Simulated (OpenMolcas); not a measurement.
# Cl²⁺: effect of the basis set

```json
{"Program": "OpenMolcas", "Method": "MS-RASPT2, IPEA 0.25 Eh, imaginary shift 0.1 Eh (closed shells correlated: 2s 2p)", "Active space": "5 electrons in 9 orbitals (RAS2 3s 3p; RAS3 3d, at most 2 electrons)", "State averaging": "2S+1 = 4 odd, 1 root; 2S+1 = 2 odd, 11 roots; 2S+1 = 4 even, 3 roots; 2S+1 = 2 even, 9 roots", "Spin-orbit coupling": "RASSI with atomic mean-field integrals over the reference wave functions, term energies averaged over their components"}
```

A. ANO-RCC-VTZP [5s4p2d1f], DKH2, point nucleus; CASPT2 step of the order of 14 core-seconds
B. ANO-R2 [5s4p3d1f], X2C, finite nucleus; CASPT2 step roughly 21 core-seconds
C. ANO-RCC-VQZP [6s5p3d2f1g], DKH2, point nucleus; CASPT2 step about 22 core-seconds
D. ANO-RCC [8s7p5d4f2g], DKH2, point nucleus; CASPT2 step of the order of 40 core-seconds

Energies in eV above 3s² 3p³ ⁴S°_3/2, the measured ground level; measured values from Moore, Atomic Energy Levels, vol. I, NSRDS-NBS 35 (1971 reprint of NBS Circular 467, 1949).

```
          Level       A       B       C       D  Measured
3s² 3p³ ⁴S°_3/2  0.0000  0.0000  0.0000  0.0000    0.0000
3s² 3p³ ²D°_3/2   2.338   2.336   2.278   2.252    2.2383
3s² 3p³ ²D°_5/2   2.344   2.342   2.284   2.258    2.2466
3s² 3p³ ²P°_1/2   3.836   3.845   3.764   3.734    3.6962
3s² 3p³ ²P°_3/2   3.843   3.851   3.771   3.741    3.7080
  3s 3p⁴ ⁴P_5/2  12.261  12.205  12.256  12.260   12.2149
  3s 3p⁴ ⁴P_3/2  12.330  12.273  12.324  12.329   12.2906
  3s 3p⁴ ⁴P_1/2  12.371  12.312  12.363  12.368   12.3333
  3s 3p⁴ ²D_3/2  15.525  15.416  15.458  15.360          
  3s 3p⁴ ²D_5/2  15.527  15.419  15.460  15.363
```

Deviations, from unrounded energies. A percentage is the sum of absolute deviations over the sum of measured energies, with the sign that they share, or ± where signs differ.

```tsv
Against measurement	Levels	A	B	C	D
mean absolute deviation (cm-1)	7	690	610	360	250
other terms of the ground configuration (%)	4	+4.0	+4.1	+1.7	+0.8
other configurations (%)	3	+0.3	-0.1	+0.3	+0.3
```

D lies closest to measurement on these levels and A furthest from it. The largest miss of D in the table is 3s 3p⁴ ⁴P_5/2, by +370 cm-1. The ranking rests on the paired levels alone, and a cruder setting can come out closer through cancelling errors.

Among A to D the level of the table that moves most is 3s 3p⁴ ²D_3/2, by 1300 cm-1 (lowest in D, highest in A). Moves below CASPT2's spread within the term are not significant.

CASPT2 does not keep the components of a term degenerate, so their means are used; among the terms shown or strongly mixed into the levels shown the widest spread is 240 cm-1 (3s 3p⁴ ²D, D). Some terms mix strongly with configurations of 3d, whose occupation reaches 0.30 (3s 3p⁴ ⁴P, 3s 3p⁴ ²D) (figures for A; the like holds for B, C, D). The run also gave levels led by 3s² 3p² 3d, which use shells meant for correlation; these and all levels above them are left out (holds for A; B; C). The run also gave levels led by 3s 3p³ 3d, 3s² 3p² 3d, which use shells meant for correlation; these and all levels above them are left out (holds for D). Measured partners are found by configuration, term and J. A level has none where our copy of the source lacks it or the pairing is in doubt (some pairs that miss far off the trend of their configuration count as doubtful), and it then counts in no deviation. Only configurations of the active space appear. Levels that lie high or do not pair safely by name in every column are left out.

° marks odd parity.
